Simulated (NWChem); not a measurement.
# C₃H₂F₄; SMILES C1(C(C1)(F)F)(F)F

Question: Give the equilibrium geometry at PBE0/def2-SVP (NWChem) as a list of bonds and angles, with the point group.

Answer: point group C2v; any orientation.
Bond lengths (Å): F1–C2 1.330, C2–F3 1.330, C2–C4 1.504, C2–C5 1.483, C4–C5 1.504, C4–H8 1.094, C4–H9 1.094, C5–F6 1.330, C5–F7 1.330. Bond angles (°): F1–C2–F3 111.3, F1–C2–C4 119.0, F1–C2–C5 119.4, F3–C2–C4 119.0, F3–C2–C5 119.4, C4–C2–C5 60.5, C2–C4–C5 59.1, C2–C4–H8 117.0, C2–C4–H9 117.0, C5–C4–H8 117.0, C5–C4–H9 117.0, H8–C4–H9 117.2, C2–C5–C4 60.5, C2–C5–F6 119.4, C2–C5–F7 119.4, C4–C5–F6 119.0, C4–C5–F7 119.0, F6–C5–F7 111.3.
